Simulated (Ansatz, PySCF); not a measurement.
arsenic trifluoride cation (AsF3), SMILES F[As](F)F (connectivity only; charge and spin as stated), charge +1, multiplicity 2. Atoms are numbered in the order given.

```xyz
4

F     -1.3435    -0.7757    -0.4047
As     0.0000     0.0000     0.2234
F      1.3435    -0.7757    -0.4047
F      0.0000     1.5514    -0.4047
```
Charge +1, spin multiplicity 2.

The structure is a stationary point at PBE0-D3(BJ)/def2-SVP. The spin state was assumed, not searched.

Two levels are set side by side: PBE-D3(BJ)/def2-SVP (Ansatz, a quantum-chemistry and plane-wave program) and PBE0-D3(BJ)/def2-SVP (Ansatz). Each level has its own optimised geometry; the coordinates shown are those of the second. Frequencies come from the Hessian of PySCF at each geometry. Differences are taken from unrounded values.

```csv
quantity,PBE0-D3(BJ),PBE-D3(BJ),PBE-D3(BJ) minus PBE0-D3(BJ)
mean bond length (Å),1.674,1.705,0.031
bond F1–As2 (Å),1.674,1.705,0.031
bond As2–F3 (Å),1.674,1.705,0.031
bond As2–F4 (Å),1.674,1.705,0.031
highest harmonic wavenumber (cm⁻¹),806,742,-64
mean harmonic wavenumber (cm⁻¹),517,475,-42
zero-point energy (kcal/mol),4.43,4.08,-0.36
```

Exact exchange shortens and stiffens bonds; PBE has none. Differences between two approximate levels are no errors against the true value.
